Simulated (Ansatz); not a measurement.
Relaxation of F$_{3}$H$_{5}$O$_{3}$W (12 atoms, charge 0, multiplicity 1), to a largest force component of 0.03 eV/Å in at most 50 steps.

Theory: RKS B3LYP-D4/def2-SVP (Ansatz).

```xyz
12
Properties=species:S:1:pos:R:3:forces:R:3
W 0.167 0.207 -0.166 0.33 0.48 0.13
F 0.802 0.049 2.819 0.23 -0.22 0.23
H 1.660 -0.545 0.176 -0.01 -0.01 0.01
F -0.643 1.697 -1.066 0.01 0.03 -0.04
F -1.213 0.457 1.115 -0.02 -0.03 0.05
O -0.315 -1.597 -0.090 0.00 -0.02 0.01
H 0.202 -2.403 -0.219 -0.01 0.01 -0.01
O 0.796 -0.039 -1.938 0.02 -0.02 0.00
H 0.574 0.639 -2.596 -0.01 0.00 0.02
O 1.189 1.545 0.758 -0.21 -0.32 -0.56
H 1.923 1.249 1.316 0.01 0.01 0.00
H 0.189 0.693 2.549 -0.34 0.08 0.15
```

Problem. Where does it end, and by what steps?

Solution. The forces met the threshold. After 14 steps the energy has fallen by 0.194 eV; H12 moved furthest, 0.63 Å.

```json
{"step": "0", "energy less start (eV)": "0.0000", "largest force component (eV/Å)": "0.559", "accepted": "yes"}
{"step": "1", "energy less start (eV)": "-0.0745", "largest force component (eV/Å)": "0.605", "accepted": "yes"}
{"step": "2", "energy less start (eV)": "-0.0729", "largest force component (eV/Å)": "2.004", "accepted": "no"}
{"step": "3", "energy less start (eV)": "-0.1108", "largest force component (eV/Å)": "0.501", "accepted": "yes"}
{"step": "4", "energy less start (eV)": "-0.1379", "largest force component (eV/Å)": "0.658", "accepted": "yes"}
{"step": "5", "energy less start (eV)": "-0.1555", "largest force component (eV/Å)": "0.623", "accepted": "yes"}
{"step": "6", "energy less start (eV)": "-0.0723", "largest force component (eV/Å)": "0.999", "accepted": "no"}
{"step": "7", "energy less start (eV)": "-0.1762", "largest force component (eV/Å)": "0.115", "accepted": "yes"}
{"step": "8", "energy less start (eV)": "-0.1851", "largest force component (eV/Å)": "0.150", "accepted": "yes"}
{"step": "9", "energy less start (eV)": "-0.1911", "largest force component (eV/Å)": "0.171", "accepted": "yes"}
{"step": "10", "energy less start (eV)": "-0.1926", "largest force component (eV/Å)": "0.110", "accepted": "yes"}
{"step": "11", "energy less start (eV)": "-0.1935", "largest force component (eV/Å)": "0.052", "accepted": "yes"}
{"step": "12", "energy less start (eV)": "-0.1940", "largest force component (eV/Å)": "0.052", "accepted": "yes"}
{"step": "13", "energy less start (eV)": "-0.1940", "largest force component (eV/Å)": "0.037", "accepted": "no"}
{"step": "14", "energy less start (eV)": "-0.1941", "largest force component (eV/Å)": "0.008", "accepted": "yes"}
```

```xyz
12
Properties=species:S:1:pos:R:3
W 0.263 0.331 -0.135
F 0.781 -0.082 2.729
H 1.737 -0.495 0.067
F -0.615 1.652 -1.205
F -1.084 0.643 1.217
O -0.321 -1.442 0.132
H 0.156 -2.201 -0.231
O 0.828 -0.129 -1.903
H 0.423 0.413 -2.599
O 1.349 1.649 0.629
H 1.935 1.468 1.380
H -0.122 0.145 2.578
```

Whether the end is a true minimum wasn't checked by a vibrational analysis.

Run time: 47 s on 4 threads of Arm Neoverse V2, with other jobs on the host, peak memory 0.43 GiB.
